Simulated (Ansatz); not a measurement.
Reaction (cleavage of the Ge–Sn bond): `[F][SnH2][GeH3]` + `O[AsH2]` → `O[AsH][GeH3]` + `[F][SnH3]`

Isolated molecules relaxed with PBE0-D4/def2-TZVP in Ansatz; ΔE leaves out vibrations. CCSD(T)/CBS is the MP2 limit (def2-TZVPP, def2-QZVPP) plus CCSD(T) − MP2 in def2-TZVPP, frozen cores. Functionals use def2-TZVPP. def2 core potentials past Kr. For As, Ge, Sn outer-core shells are correlated without core-valence functions, which leaves a few kJ/mol of doubt a bond. Scalar relativity is left out up to krypton. Each species was taken in one conformer, which may not be the lowest.

`[F][SnH2][GeH3]`:

Z-matrix (Å, degrees):
```
Sn
Ge 1 2.596
F 1 1.933 2 104.6
H 1 1.707 2 115.6 3 -113.7
H 1 1.707 2 115.6 3 113.7
H 2 1.537 1 109.3 3 179.6
H 2 1.534 1 109.6 3 59.9
H 2 1.534 1 109.6 3 -60.7
```

`O[AsH2]`:

```xyz
5

O    -0.185   -0.973   -0.503
As   -0.202    0.509    0.520
H    -0.930   -1.519   -0.241
H     1.289    0.489    0.850
H     0.028    1.493   -0.625
```

`O[AsH][GeH3]`:

Z-matrix (Å, degrees):
```
Ge
As 1 2.432
H 1 1.535 2 110.9
H 1 1.537 2 108.8 3 -120.7
H 1 1.540 2 108.5 3 120.8
O 2 1.812 1 95.1 3 43.1
H 2 1.530 1 91.6 3 -53.2
H 6 0.961 2 107.6 1 140.0
```

`[F][SnH3]`:

Cartesian coordinates in Å:
```
F -0.078 -1.779 0.265
Sn 0.005 0.124 -0.018
H 0.633 0.300 -1.589
H 1.042 0.698 1.202
H -1.602 0.657 0.141
```

```
          species  revPBE-D4 energy (Eh)
`[F][SnH2][GeH3]`            -2394.08068
        `O[AsH2]`            -2312.73617
   `O[AsH][GeH3]`            -4390.80047
      `[F][SnH3]`             -316.01245
```

Question: Work out ΔE.

Answer: ΔE = (-4390.80047) + (-316.01245) − (-2394.08068) − (-2312.73617) = 0.00393 Eh = +10.3 kJ/mol. CCSD(T)/CBS gives +18.2 kJ/mol.

Largest T1 diagnostic among the species: 0.014.

Leaving LDA and LC-ωPBE aside and taking each functional with its dispersion term where it has one, the values, not all of them listed here, spread over 6.6 kJ/mol, from B97M-V to BHLYP-D4.
